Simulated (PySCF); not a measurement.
MF anions for M along group 12

PBE0 with double-zeta basis sets in PySCF, for the lowest determinant that a PBE0 search found; no spin–orbit coupling. De refers to high-spin ground-configuration atoms (the charge goes to the atom of lower measured ionisation energy or higher electron affinity, which is not always the lowest computed limit). A positive dipole points towards F; it is taken about the centre of mass and depends on that origin.

| M | basis | charged atom | state (unpaired electrons) | Re (Å) | ωe (cm⁻¹) | De (eV) | μ (D) |
| --- | --- | --- | --- | --- | --- | --- | --- |
| Zn | aug-cc-pVDZ-PP/aug-cc-pVDZ | F− | singlet (closed shell) | 1.931 | 403 | 1.58 | -0.39 |
| Cd | def2-SVPD | F− | singlet (closed shell) | 2.197 | 325 | 1.25 | -2.87 |
| Hg | def2-SVPD | F− | singlet (closed shell) | 2.369 | 247 | 0.79 | -5.62 |

The shortest bond is that of ZnF⁻ (1.931 Å), the longest that of HgF⁻ (2.369 Å). ZnF⁻ is bound most strongly (1.58 eV) and HgF⁻ least (0.79 eV).

The rows differ in basis set, which adds steps of its own.

Down a group the atoms grow and get heavier, so bonds lengthen and wavenumbers fall; this series shows no clear exception.

Spin–orbit coupling is left out. For an ion De counts to the pair picked by the measured ionisation energies or electron affinities, which need not be the lowest pair at this level.
